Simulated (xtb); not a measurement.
thiourea (CH4N2S), SMILES NC(N)=S. All values are semi-empirical tight-binding results from xtb (GFN2-xTB unless named), good for trends rather than for accurate numbers. Coordinates come from a GFN2-xTB optimisation. One conformer was computed; it need not be the lowest.

The point group as xtb finds it is C2. The orbital gap is 2.79 eV and the zero-point energy comes out as 36.2 kcal/mol. The G − E(el) at 298.15 K (modified RRHO) comes out as 19.3 kcal/mol and the static polarisability (D4 model) is 51.4 bohr³. The solvation energy, GFN2-xTB/ALPB(water) comes out as -11.7 kcal/mol and the solvation energy, GFN2-xTB/ALPB(ether) comes out as -11.4 kcal/mol.
